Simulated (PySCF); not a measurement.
SMILES [CH2][GeH3] (CH5Ge), doublet (PBE0/def2-SVP optimised geometry):

```
7

C      0.943    -0.357     0.000
Ge    -0.979    -0.357     0.000
H      1.526    -0.719    -0.852
H      1.521     0.021     0.849
H     -1.526     1.087     0.000
H     -1.502    -1.087    -1.250
H     -1.519    -1.059     1.263
```

Calculation: unrestricted PBE0/def2-TZVP (PySCF).

### Question
What are the frontier orbital energies (α orbitals alone; a β orbital can be the lowest empty one) and the dipole moment?

### Answer
HOMO-2 -9.72 eV, HOMO-1 -9.39 eV, HOMO -6.88 eV, LUMO 1.03 eV, LUMO+1 1.36 eV; dipole moment 0.52 D.

On the same geometry unrestricted PBE/def2-TZVP in PySCF 2.14.0 gives HOMO-2 -8.37 eV, HOMO-1 -8.09 eV, HOMO -5.50 eV, LUMO 0.22 eV, LUMO+1 0.44 eV; dipole moment 0.48 D.

Meta-Löwdin charges at PBE0/def2-TZVP: C1 -0.44, Ge2 0.35, H3 0.14, H4 0.13, H5 -0.06, H6 -0.06, H7 -0.06.
